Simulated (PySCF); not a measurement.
These 2 structures share the formula C3H8O2Si2. The calculation used PBE0-D3(BJ)/def2-SVP geometry optimisation, gas phase (PySCF). Energies are electronic, without zero-point or thermal terms, for one conformer each. No frequencies were run at this level. Point groups hold within 0.08 Å.

Task: Rank from lowest to highest electronic energy at this level (kcal/mol).
A. `[O:1]=[CH:2][O:3]/[C:4]([SiH3:5])=[CH:6]/[SiH3:7]` with O1–C2–O3–C4 0°, C2–O3–C4–Si5 -3°
B. `[O:1]=[C:2]([OH:3])[SiH:4]1[CH2:5][SiH2:6][CH2:7]1` with O1–C2–O3–H 0°, O1–C2–Si4–C5 45°, C2–Si4–C5–Si6 -94°, Si4–C5–Si6–C7 -13°, C5–Si6–C7–Si4 13°, C2–Si4–C7–Si6 94°

Result: B (0.0), A (38.8).

As drawn, the lower has a four-membered ring and an O–H bond, which the higher lacks; the higher has a C=C bond outside aromatic rings, which the lower lacks.

```json
{"SMILES": "O=C(O)[SiH]1C[SiH2]C1", "E (Eh)": "-847.67505", "E rel (kcal/mol)": "0.0", "dipole (D)": "1.25", "point group": "near Cs", "A, B, C (MHz)": "3406, 1189, 1117"}
{"SMILES": "O=CO/C([SiH3])=C/[SiH3]", "E (Eh)": "-847.61328", "E rel (kcal/mol)": "38.8", "dipole (D)": "1.78", "point group": "near Cs", "A, B, C (MHz)": "3596, 1007, 802.4"}
```

Task: How do the relative energies change in single points at PBE0/pcSseg-1 (no added dispersion term) on the same geometries?

Result: 
| SMILES | PBE0-D3(BJ)/def2-SVP (kcal/mol) | PBE0/pcSseg-1 (kcal/mol) | shift |
| --- | --- | --- | --- |
| O=C(O)[SiH]1C[SiH2]C1 | 0.0 | 0.0 | 0.0 |
| O=CO/C([SiH3])=C/[SiH3] | 38.8 | 40.0 | +1.2 |

Each column counts from its own lowest isomer. The order is unchanged; the largest shift is 1.2 kcal/mol.
